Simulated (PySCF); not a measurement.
C₂H₅S, SMILES C(C)[S], multiplicity 2.

Coordinates come from a PBE-D3(BJ)/def2-TZVP optimisation. The isomer is the one that the SMILES or the coordinates give; other isomers of the formula were not compared.

All values below come from PBE-D3(BJ)/def2-TZVP (PySCF).

Frequencies are harmonic and unscaled.

```
mode  ν (cm⁻¹)  IR (km/mol)  moving atoms (share of kinetic energy)
----  --------  -----------  --------------------------------------
1          211          0.0                          H 86 %, C 11 %
2          323          1.2                  C 48 %, H 27 %, S 26 %
3          450          7.4                          H 81 %, C 18 %
4          665          1.4                  C 54 %, S 31 %, H 15 %
5          866          0.7                                  H 94 %
6          954          4.3                          H 60 %, C 39 %
7         1043          0.7                          C 63 %, H 36 %
8         1202          0.0                          H 77 %, C 23 %
9         1221         11.1                          H 76 %, C 24 %
10        1357          8.4                          H 83 %, C 17 %
11        1365         15.6                          H 89 %, C 11 %
12        1435          9.0                                  H 97 %
13        1443          4.1                                  H 97 %
14        2933          9.3                                  H 95 %
15        2947          0.8                           H 92 %, C 8 %
16        2969         27.6                                  H 97 %
17        3040         16.7                           H 91 %, C 9 %
18        3059         14.8                           H 91 %, C 9 %
```
